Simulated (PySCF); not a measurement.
Computed properties of CH8FNSi2, SMILES [Si@H]([SiH2]C)(N)F

CH8FNSi2, SMILES C[SiH2][Si@@H](N)F. Geometry optimised at TPSSh-D3(BJ)/def2-SVP. The structure was generated by enumeration; whether it is a known compound was not checked. One conformer was computed; it need not be the lowest. All values are computed for the isolated molecule unless a solvent is named; none is compared with measurement here.

**Structure.** All 33 harmonic modes at TPSSh-D3(BJ)/def2-SVP (PySCF) are real, so it is a minimum. With heavy atoms numbered as in [CH3:1][SiH2:2][Si@@H:3]([NH2:4])[F:5], the shortest bond between them is Si3–F5 at 1.646 Å and the longest Si2–Si3 at 2.342 Å.

**Vibrations.** The strongest infrared lines (harmonic, unscaled, degenerate partners summed) lie at 853 cm⁻¹ (236 km/mol, H 79 %), 2261 cm⁻¹ (148 km/mol, H 97 %), 936 cm⁻¹ (138 km/mol, H 60 %, Si 23 %, N 12 %). The softest mode is at 45 cm⁻¹ and the zero-point energy is 57.8 kcal/mol.

**Electronic structure.** CAM-B3LYP/def2-TZVP (PySCF) places the frontier levels at -9.20 and 0.95 eV, a gap of 10.15 eV, and gives a dipole moment of 2.29 D and a mean polarisability of 72.4 bohr³. PBE/def2-TZVP (PySCF) at the same geometry gives -6.53 and -0.85 eV, so its gap is 4.47 eV narrower. An orbital gap is neither the optical nor the fundamental gap.

**Excitations.** TDA-ωB97X/def2-SVPD (PySCF) has S1 at 7.05 eV (176 nm, f = 0.063, bright); the most intense of the 10 singlets computed lies at 8.76 eV (f = 0.34). T1 (TDA) is at 6.10 eV, 0.95 eV under S1. TDA-PBE/def2-SVPD (PySCF) puts S1 at 5.96 eV. No vertical singlet excitation falls in the visible range (under 3.1 eV).

**NMR.** GIAO shifts at KT2/pcSseg-1 (PySCF) (non-relativistic, atoms alike by connectivity averaged): ¹³C at -8.0 ppm against TMS; ¹H from 0.5 to 5.5 ppm against TMS; ²⁹Si from -78.5 to 0.7 ppm against TMS; ¹⁹F at -169.8 ppm against CFCl3.

**Solvation.** SMD-B3LYP/def2-SVP (PySCF) gives -0.3 kcal/mol in water, -3.1 kcal/mol in cyclohexanone, -2.7 kcal/mol in dimethylsulfoxide (1 M in both phases, gas-phase geometry).
